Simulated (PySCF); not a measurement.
Si(Me)2(OMe)2, C4H12O2Si, SMILES CO[Si](C)(C)OC, GFN2-xTB optimised geometry.

```
19

C     -1.06     1.32     0.95
O     -1.28     0.32     0.00
Si    -0.73    -1.23     0.00
C     -1.42    -2.27     1.43
C      1.18    -1.23     0.00
O     -1.38    -1.91    -1.32
C     -1.32    -1.46    -2.65
H     -1.59     2.22     0.61
H      0.00     1.54     1.04
H     -1.45     1.02     1.93
H     -1.04    -1.92     2.38
H     -1.15    -3.31     1.33
H     -2.50    -2.22     1.46
H      1.57    -0.55    -0.76
H      1.58    -2.22    -0.20
H      1.59    -0.91     0.96
H     -2.00    -2.08    -3.24
H     -1.61    -0.42    -2.72
H     -0.30    -1.58    -3.04
```

Density from PBE0/def2-SVP (PySCF 2.14.0) at that geometry.

Minimum of the electron density along straight lines between bonded atoms, close to the bond critical point (lines longer than 1.1 times the sum of covalent radii, or with two minima, are not listed):

| bond | length / Å | ρ at the minimum / e bohr⁻³ | ∇²ρ there / e bohr⁻⁵ | position (fraction from the first atom) |
|---|---|---|---|---|
| C1–O2 | 1.398 | 0.257 | -0.32 | 0.34 |
| O2–Si3 | 1.640 | 0.125 | 1.04 | 0.59 |
| Si3–C4 | 1.896 | 0.114 | 0.32 | 0.38 |
| Si3–C5 | 1.911 | 0.111 | 0.31 | 0.38 |
| Si3–O6 | 1.623 | 0.130 | 1.09 | 0.41 |
| O6–C7 | 1.400 | 0.256 | -0.31 | 0.66 |
| C1–H8 | 1.091 | 0.283 | -1.09 | 0.64 |
| C1–H9 | 1.092 | 0.281 | -1.06 | 0.63 |
| C1–H10 | 1.092 | 0.281 | -1.06 | 0.63 |
| C4–H11 | 1.086 | 0.271 | -0.95 | 0.62 |
| C4–H13 | 1.085 | 0.272 | -0.97 | 0.63 |
| C5–H14 | 1.088 | 0.270 | -0.95 | 0.62 |
| C5–H15 | 1.086 | 0.271 | -0.97 | 0.62 |
| C5–H16 | 1.086 | 0.270 | -0.95 | 0.62 |
| C7–H17 | 1.091 | 0.283 | -1.08 | 0.63 |
| C7–H18 | 1.091 | 0.283 | -1.08 | 0.64 |
| C7–H19 | 1.093 | 0.281 | -1.06 | 0.63 |
